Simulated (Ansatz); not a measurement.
Calculated with Ansatz (gas phase, PBE0-D4/def2-TZVP geometries, no zero-point term in ΔE). CBS: MP2 limit from def2 TZ/QZ plus the TZ coupled-cluster correction, frozen cores. DFT in def2-TZVPP. B3LYP here is the variant with VWN-RPA as its local correlation; programs differ in this. HSE06 is defined as in plane-wave codes. One conformer a species, not always the lowest.

Reaction (isomerisation): `F[SiH2]N[SiH2]Cl` → `N[Si](F)([SiH3])Cl`

```json
{"level": "B97M-V", "ΔE (eV)": "0.54"}
{"level": "HSE06-D4", "ΔE (eV)": "0.49"}
{"level": "B2PLYP", "ΔE (eV)": "0.68"}
{"level": "B3LYP", "ΔE (eV)": "0.62"}
{"level": "HSE06", "ΔE (eV)": "0.50"}
{"level": "LC-ωPBE", "ΔE (eV)": "0.56"}
{"level": "MP2/CBS(def2)", "ΔE (eV)": "0.74"}
{"level": "CCSD/CBS(def2)", "ΔE (eV)": "0.68"}
```

(1) What does CCSD(T)/CBS give? (An estimate is asked.)

Largest T1 diagnostic among the species: 0.011.

Answers

(1) The calculation gave: +0.66 eV. The listed levels differ from it by -0.12, -0.17, 0.02, -0.04, -0.16, -0.10, 0.08, 0.02 eV.

From BLYP to BHLYP (50 % exact exchange), in def2-TZVPP and without D4, ΔE moves by +0.14 eV. Leaving LDA and LC-ωPBE aside and taking each functional with its dispersion term where it has one, the values, not all of them listed here, spread over 0.27 eV, from PBE-D4 to BHLYP-D4.
